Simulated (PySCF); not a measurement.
Assigning NMR signals

Geometry:
| atom | x (Å) | y (Å) | z (Å) |
| --- | --- | --- | --- |
| C1 | -2.353 | 1.343 | -0.055 |
| C2 | -1.260 | 0.388 | -0.519 |
| N3 | -0.187 | 0.404 | 0.437 |
| C4 | 0.852 | -0.293 | 0.306 |
| C5 | 1.926 | -0.223 | 1.340 |
| C6 | 1.102 | -1.227 | -0.860 |
| F7 | 2.309 | -1.869 | -0.768 |
| H8 | -3.177 | 1.349 | -0.764 |
| H9 | -1.951 | 2.348 | 0.033 |
| H10 | -2.723 | 1.035 | 0.918 |
| H11 | -0.896 | 0.691 | -1.511 |
| H12 | -1.670 | -0.626 | -0.622 |
| H13 | 2.092 | -1.211 | 1.766 |
| H14 | 1.637 | 0.474 | 2.120 |
| H15 | 2.860 | 0.098 | 0.881 |
| H16 | 0.326 | -2.002 | -0.906 |
| H17 | 1.104 | -0.669 | -1.806 |

- GIAO PBE0/pcSseg-1 shieldings
- GFN2-xTB geometry
- run in PySCF 2.14
- no solvent, a single conformation, equivalent nuclei averaged, relativity neglected

Shifts are taken against calculated references (same method and geometry level): ¹³C (σref 186.93) and ¹H (σref 31.72) against TMS.

(1) Assign these signals to the numbered atoms. ¹³C{¹H} NMR (computed): δ 173.5 (C), 85.0 (CH2), 46.1 (CH2), 27.0 (CH3), 20.9 (CH3).

(2) Assign these signals to the numbered atoms. ¹H NMR (500 MHz, computed): δ 5.15 (m, 2H), 3.02 (q, 2H), 2.28 (s, 3H), 1.47 (t, 3H).

Answers

(1) 
173.5 → C4, C=N carbon
85.0 → C6, sp3 CH2 bonded to F: pulled downfield by the heteroatom
46.1 → C2, sp3 CH2 bonded to N: deshielded by the electronegative neighbour
27.0 → C5, methyl carbon: saturated and bonded to C and H only
20.9 → C1, methyl carbon

(2) 
5.15 → H16/H17, hydrogen on an sp3 CH2 bonded to F: its carbon carries F, hence the downfield position
3.02 → H11/H12, hydrogen on an sp3 CH2 bonded to N: its carbon carries N, hence the downfield position
2.28 → H13/H14/H15, hydrogen on a methyl carbon
1.47 → H8/H9/H10, hydrogen on a methyl carbon

Splittings by ¹⁹F in the carbon and heteronuclear signals aren't shown, as no couplings were computed. Shifts are as computed. Against solution values, carbons near 30 ppm lie about +3 ppm off and those near 130 ppm about +5 ppm. Of 1211 compounds with measured shifts, 218 miss one by over three times the rms of a fit or turn the order of signals round; such compounds aren't used in these exercises. No couplings were computed; multiplicities are counted from neighbouring protons, with m where these are inequivalent, close in shift, in a saturated or five-membered ring or joined by F or P, and br s for small geminal =CH2 splittings.
